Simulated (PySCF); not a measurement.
Sn(F)(Cl)(Br)2, SMILES [F][Sn]([Cl])([Br])[Br] (Br2ClFSn), PBE0/def2-SVP optimised geometry.

```
5

F     -1.35    -2.01    -1.61
Sn    -0.76    -1.13     0.00
Cl    -1.59    -2.38     1.77
Br    -1.69     1.13     0.00
Br     1.69    -1.13     0.00
```

Density from PBE0/def2-TZVP, def2 effective core potentials past Kr (PySCF 2.14.0) at that geometry. The core electrons that the potentials of Sn replace are not part of the density.

Minimum of the electron density along straight lines between bonded atoms, close to the bond critical point (lines longer than 1.1 times the sum of covalent radii, or with two minima, are not listed):

```
bond     length / Å  ρ at the minimum / e bohr⁻³  ∇²ρ there / e bohr⁻⁵  position (fraction from the first atom)
-------  ----------  ---------------------------  --------------------  ---------------------------------------
F1–Sn2        1.921                            …                  0.59                                     0.48
Sn2–Cl3       2.317                            …                     …                                     0.47
Sn2–Br4       2.452                        0.084                  0.10                                     0.47
Sn2–Br5       2.452                        0.084                  0.10                                     0.47
```

Q: Some entries are withheld; supply them.

A: 
- F1–Sn2, ρ at the minimum / e bohr⁻³: 0.123
- Sn2–Cl3, ρ at the minimum / e bohr⁻³: 0.093
- Sn2–Cl3, ∇²ρ there / e bohr⁻⁵: 0.17
